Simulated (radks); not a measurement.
Results of a calculation; reference values are marked as such.
Excited configurations of Li I: one electron is placed in a higher orbital outside [He]. The ground configuration is [He] 2s1. Code: a radial shooting solver on a logarithmic mesh with Libxc functionals. Model: non-relativistic Kohn-Sham, LDA (Slater exchange, Perdew-Wang correlation), spin-polarised, spherical densities, point nucleus; open shells are filled with parallel spins first. Excitation = E - E(ground); binding = E(ion) - E, where the ion is the core of charge +1; n* = 1/sqrt(2 binding) in atomic units, and the quantum defect is n - n*.

outer orbital,excitation (eV),binding (eV),quantum defect,eigenvalue (eV)
2p,1.817,3.656,0.071,-1.761
3s,3.261,2.211,0.519,-1.359
4s,4.268,1.204,0.639,-0.775
5s,4.711,0.761,0.772,-0.507
6s,4.946,0.526,0.914,-0.359
6p,4.993,0.479,0.670,-0.325

The Delta-SCF ionisation energy is 5.472 eV (NIST Atomic Spectra Database: 5.392 eV, measured). Self-interaction in the functional shifts the binding energies and quantum defects, so they are the method's values and not measured ones.
